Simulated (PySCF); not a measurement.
## Vertical excitation energies

Compound: C3H8O2SSi.
Structure used (GFN2-xTB), in Å, numbered top down from 1:
```
atom  x, y, z in Å
C1     2.9672    0.3411   -0.5609
O2     1.6077    0.1752   -0.8278
Si3    0.3507    0.4220    0.1357
O4    -0.8680    0.7970   -0.8597
C5    -2.1161    0.2746   -0.5187
C6    -1.9810   -1.1699   -0.0614
S7    -0.5451   -1.2982    1.0570
H8     3.4940   -0.5758   -0.8288
H9     3.1452    0.5629    0.4913
H10    3.3454    1.1650   -1.1691
H11    0.5632    1.4304    1.1626
H12   -2.7600    0.3395   -1.4001
H13   -2.5520    0.8783    0.2858
H14   -1.7904   -1.8283   -0.9083
H15   -2.8653   -1.5056    0.4748
```

Theory: TDDFT PBE0/def2-SVPD, vertical, gas phase, core orbitals frozen in the response (PySCF 2.14.0, density-fitted response routines). GFN2-xTB frequencies show an imaginary mode (83i cm⁻¹), so this geometry is no minimum at that level.

Problem. Predict the UV-vis stick spectrum at this level.

Solution. 

```tsv
state	E (eV)	λ (nm)	ν̃ (cm⁻¹)	f	|μ| (D)	main configurations (H = HOMO, L = LUMO)
S1	5.45	227.4	43970	0.0019	0.30	H→L (95%)
S2	6.40	193.8	51610	0.026	1.04	H→L+2 (68%), H→L+1 (27%)
S3	6.49	191.1	52320	0.016	0.80	H→L+1 (62%), H→L+2 (18%), H→L+3 (13%)
S4	6.84	181.3	55160	0.0061	0.49	H-1→L (95%)
S5	6.97	177.9	56200	0.024	0.95	H→L+3 (76%)
S6	7.20	172.2	58090	0.0076	0.53	H→L+4 (57%), H→L+5 (22%), H→L+6 (12%)
S7	7.30	169.9	58860	0.038	1.17	H→L+5 (55%), H→L+4 (30%)
S8	7.35	168.8	59250	0.015	0.73	H-2→L (94%)
```

Triplets, Tamm–Dancoff:

```json
{"state": "T1", "E (eV)": "5.00", "λ (nm)": "247.8", "main configurations (H = HOMO, L = LUMO)": "H→L (89%)"}
{"state": "T2", "E (eV)": "6.06", "λ (nm)": "204.7", "main configurations (H = HOMO, L = LUMO)": "H→L+2 (78%)"}
{"state": "T3", "E (eV)": "6.31", "λ (nm)": "196.6", "main configurations (H = HOMO, L = LUMO)": "H→L+1 (79%), H→L+3 (9%)"}
```

The lowest singlet lies at 5.45 eV (227 nm, ultraviolet) and is very weak; its leading configuration is HOMO→LUMO (95%). The strongest level in the table is S7 at 7.30 eV (170 nm, f = 0.038). Löwdin shares by element: HOMO sulfur 70%, carbon 11% or more, silicon 7%; LUMO sulfur 35%, silicon 19%, carbon 10% or more, hydrogen 7% or more (atoms not listed hold the other 29%). The listed states span 1.89 eV, and the widest gap between neighbours is 0.95 eV (S1 to S2). Orbital energies (eV): HOMO-3 -9.14, HOMO-2 -8.61, HOMO-1 -8.19, HOMO -6.87, LUMO -0.03, LUMO+1 0.64, LUMO+2 0.91. Of the 8 states listed, 5 reach f = 0.01 and none stays under 0.0005. Singlets were solved by full linear response, triplets in the Tamm–Dancoff approximation.

One conformer stands for the species.
